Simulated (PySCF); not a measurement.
Protons, H atoms and electrons added to or taken from N=C=O. All species are isolated molecules in the gas phase. One relaxed conformer stands for each flexible species; it need not be the lowest. Strings in code marks are SMILES.

The S1–T1 gap (TDA) from two functionals at the same geometries (M06-2X/def2-TZVP), both in PySCF: PBE-D3(BJ)/def2-TZVP and M06-2X/def2-TZVP. Excitations are Tamm–Dancoff values on a coarser integration grid. The basis has no diffuse functions, so Rydberg states are missing or too high.

```csv
species,PBE-D3(BJ)/def2-TZVP (eV)
neutral parent (`N=C=O`),0.48
proton added at N1 (`[NH2+]=C=O`),0.33
proton added at O3 (`N=C=[OH+]` (not the most basic site)),0.56
```

Problem. What does M06-2X/def2-TZVP give for each?

Solution. 
- neutral parent (`N=C=O`): 0.28
- proton added at N1 (`[NH2+]=C=O`): 0.24
- proton added at O3 (`N=C=[OH+]` (not the most basic site)): 0.27
Over these rows, drawn at random from the members with no instability flagged (it was tested for open shells, ions and some series alone), PBE minus M06-2X: mean +0.19 eV, from +0.09 eV to +0.29 eV.
